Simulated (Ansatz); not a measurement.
Relaxation of C₂H₇BZn (11 atoms, charge 0, multiplicity 1), to a largest force component of 0.02 eV/Å in at most 50 steps.

Theory: RKS PBE/def2-SVP in Ansatz.

```xyz
11
Properties=species:S:1:pos:R:3
C -0.757 0.907 -0.008
C -0.025 0.011 0.889
B 0.901 -0.936 0.030
Zn 0.163 -2.054 -1.218
H -1.442 0.365 -0.739
H -1.461 1.617 0.596
H -0.087 1.603 -0.596
H -0.688 -0.597 1.467
H 0.598 0.628 1.639
H 2.105 -0.911 0.238
H 0.757 -0.691 -2.277
```

Problem. Where does it end, and by what steps?

Solution. It converged. After 14 steps the energy has fallen by 3.037 eV; H11 moved furthest, 1.39 Å. Joined: B3–H11 (2.32 → 1.23 Å).

```csv
step,energy less start (eV),largest force component (eV/Å),accepted
0,0.0000,2.822,yes
1,-0.5534,1.083,yes
2,-0.7835,0.890,yes
3,-1.1942,1.840,yes
4,-1.9435,2.557,yes
5,-2.5192,2.083,yes
6,-2.8658,0.394,yes
7,-2.9504,0.297,yes
8,-3.0059,0.327,yes
9,-2.9975,0.592,no
10,-3.0239,0.068,yes
11,-3.0314,0.080,yes
12,-3.0345,0.135,yes
13,-3.0371,0.022,yes
14,-3.0372,0.014,yes
```

```xyz
11
Properties=species:S:1:pos:R:3
C -0.972 0.939 -0.033
C 0.071 0.068 0.670
B 1.107 -0.739 -0.226
Zn -0.099 -2.143 -1.422
H -1.704 0.309 -0.586
H -1.553 1.572 0.670
H -0.502 1.610 -0.781
H -0.399 -0.561 1.457
H 0.775 0.731 1.241
H 1.787 -1.629 0.275
H 1.554 -0.215 -1.245
```

Time of the run: 18 s on 2 threads of Intel(R) Xeon(R) 6975P-C (Granite Rapids), with other jobs on the host, peak memory 0.16 GiB.
